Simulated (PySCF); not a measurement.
**RhCl₂: breathing scan**

These are results of UPBE in PySCF with Rh def2-SVP with ECP28, Cl def2-SVP; scalar-relativistic core potentials, no spin–orbit coupling; density-fitted integrals, not measurements.

Rigid scan from the quartet minimum (Rh–Cl 2.231 Å (×2); Cl–Rh–Cl 180.0°). Coordinate: all bonds to the central atom scaled together. Energies in kJ/mol from the minimum.

Predict the curve at 0.88, 0.92, 0.96, 1.00, 1.04, 1.08, 1.14, 1.22, 1.35.


```
scale of all bonds to the centre  E (kJ/mol)  ⟨S²⟩
                            0.88       156.8  3.75
                            0.92        58.9  3.75
                            0.96        12.4  3.75
                            1.00         0.0  3.75
                            1.04         9.7  3.75
                            1.08        34.3  3.75
                            1.14        87.9  3.75
                            1.22       172.6  3.75
                            1.35       306.1  3.75
```

Open d and f shells are described by one determinant, and the ground state may have another occupation or spin.

Other isomers or separated fragments may lie lower.
